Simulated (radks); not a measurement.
F4+, configuration [He] 2s2 2p1.

All-electron calculation, scalar-relativistic Kohn-Sham, PBEsol, spin-polarised, spherical densities, finite nucleus; open shells are filled with parallel spins first; Fermi nuclear charge, rms radius 2.8976 fm. Program: a radial shooting solver on a logarithmic mesh with Libxc functionals.

Energy parts (eV):
| part | energy |
|---|---|
| total | -2503.382 |
| kinetic | 2504.072 |
| electron-nucleus | -5487.414 |
| Hartree | 680.276 |
| exchange-correlation | -200.317 |

Orbitals (lengths in bohr, moments of r in powers of bohr; <r^-3> diverges for s and p1/2; r(max) is where P^2 peaks):
orbital  occ.  eigenvalue (eV)  r(max)     <r>     <r^4>  <r^-3>
1s up       1        -775.3225  0.1146  0.1762  0.004562       -
1s down     1        -773.8802  0.1145  0.1759  0.004516       -
2s up       1        -117.8726  0.6975  0.8359     1.167       -
2s down     1        -114.4324  0.7023  0.8447     1.225       -
2p up       1        -100.6893  0.5944  0.7684     1.039   13.80
2p down     0         -96.8991  0.6017  0.7803     1.117   13.48

The highest occupied level is 2p up at -100.69 eV. Summed over all electrons, <r^2> = 2.468 bohr^2, which gives a Langevin (diamagnetic) susceptibility term of -1.95 x 10^-6 cm^3/mol.
